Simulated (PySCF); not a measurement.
The second ionisation energy along the 5p block

All values are computed (PySCF 2.14, energy differences of UHF-based or UKS calculations, no spin-orbit coupling). Values in eV. The last column holds reference values (NIST; (s) semi-empirical, (t) theoretical, else measured). Unmarked ones compare directly (S terms, centres of terms, or small fine structure); those marked * lie between the lowest fine-structure levels and include a spin-orbit shift.

| element | configurations | SCS-MP2 (valence and next inner shell) | CCSD(T) (valence and next inner shell) | LDA | PBE | MP2 (valence) | CCSD (valence) | reference |
| --- | --- | --- | --- | --- | --- | --- | --- | --- |
| In (ANO-RCC-VTZP, spin-free X2C) | [Kr] 4d10 5s2 → [Kr] 4d10 5s1 | 18.750 | 18.721 | 19.416 | 18.973 | 17.625 | 17.889 | 18.870 |
| Sn (ANO-RCC-VTZP, spin-free X2C) | [Kr] 4d10 5s2 5p1 → [Kr] 4d10 5s2 | 14.025 | 14.145 | 14.422 | 14.225 | 13.941 | 14.009 | 14.282 |
| Sb (ANO-RCC-VTZP, spin-free X2C) | [Kr] 4d10 5s2 5p2 → [Kr] 4d10 5s2 5p1 | 16.422 | 16.523 | 16.715 | 16.508 | 16.350 | 16.389 | 16.626 ± 0.025 * |
| Te (ANO-RCC-VTZP, spin-free X2C) | [Kr] 4d10 5s2 5p3 → [Kr] 4d10 5s2 5p2 | 18.889 | 18.979 | 19.011 | 18.817 | 18.861 | 18.851 | 18.6 ± 0.4 * |
| I (ANO-RCC-VTZP, spin-free X2C) | [Kr] 4d10 5s2 5p4 → [Kr] 4d10 5s2 5p3 | 18.534 | 18.646 | 19.077 | 18.770 | 18.355 | 18.495 | 18.750 |
| Xe (ANO-RCC-VTZP, spin-free X2C) | [Kr] 4d10 5s2 5p5 → [Kr] 4d10 5s2 5p4 | 21.005 | 21.040 | 21.421 | 21.095 | 20.858 | 20.896 | 20.975 (s) * |

| method | elements | mean error (eV) | mean absolute error (eV) | largest error (eV) |
| --- | --- | --- | --- | --- |
| SCS-MP2 (valence and next inner shell) | 3 | -0.198 | 0.198 | -0.257 |
| CCSD(T) (valence and next inner shell) | 3 | -0.130 | 0.130 | -0.149 |
| LDA | 3 | 0.338 | 0.338 | 0.545 |
| PBE | 3 | 0.022 | 0.060 | 0.103 |
| MP2 (valence) | 3 | -0.660 | 0.660 | -1.246 |
| CCSD (valence) | 3 | -0.503 | 0.503 | -0.981 |

Errors include the incompleteness of the basis and the frozen core.

"Valence" correlates the outer s and p shells and, in groups 3 to 12 and the f block, the outer d or f shell, open or full, or the next shell where the ion has no valence electron left; the wider scheme adds the next inner shell.
